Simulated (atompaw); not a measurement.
# iron (Fe): PAW (atompaw) pseudisation with LDA (PW92), scalar-relativistic reference atom.

- Element: Fe
- Generator: atompaw 4.2.0.5
- Type: PAW
- Functional: LDA (PW92)
- Relativity: scalar-relativistic
- Frozen core: [Ne]
- Valence charge: 16
- Reference configuration: 3s2 3p6 3d7 4s1 4p0
- Partial waves: 3s (bound): rc 0.95 bohr; 4s (bound): rc 1.65 bohr; 3p (bound): rc 1.45 bohr; 4p (bound, empty): rc 1.30 bohr; 3d (bound): rc 1.65 bohr; 3d channel at 0.25 Ry: rc 1.65 bohr
- Local potential: bessel scheme, radius 1.50 bohr
- Core correction: smooth core density matched at 1.25 bohr
- Augmentation charge: gaussian compensation charge, radius 1.35 bohr; PAW radius 1.65 bohr; waves and projectors: custom polynom gramschmidtortho

All-electron outer shells of the reference configuration (LDA (PW92), scalar-relativistic, ld1.x):

| shell | level (eV) | outermost node (bohr) | outermost maximum (bohr) |
| --- | --- | --- | --- |
| 2s | -812.84 | 0.08 | 0.22 |
| 2p | -693.00 | – | 0.18 |
| 3s | -89.00 | 0.33 | 0.70 |
| 3p | -55.54 | 0.30 | 0.72 |
| 4s | -4.47 | 1.01 | 2.50 |
| 3d | -4.06 | – | 0.72 |
| 4p | -0.96 | 1.12 | 3.69 |

What the tests gave:

| Property | Result |
| --- | --- |
| Cutoffs needed | 60 Ry and 100 Ry (the cutoffs (Ry, on a coarse ladder) from which the occupation-weighted sum of valence levels, in a spherical-Bessel basis at the reference potential, stays within 10 and 1 mRy of its value at 400 Ry) |
| Ghost test | no extra level below or beside the all-electron valence levels (s, p, d, f tested) (spherical-Bessel basis up to 400 Ry, 20 bohr box) |
| Lowest eigenvalue of the overlap operator | 0.69 (s channel) |
| Overlap eigenvalues printed by atompaw (projector basis) | 0.0217, 0.642, 2.65, 20.3, 77.2, 97 |
| Share of each valence orbital outside the PAW sphere | 3s 1 %, 4s 92 %, 3p 3 %, 4p 98 %, 3d 23 % |

Generation and tests took about 6 s on one core of a shared server CPU.
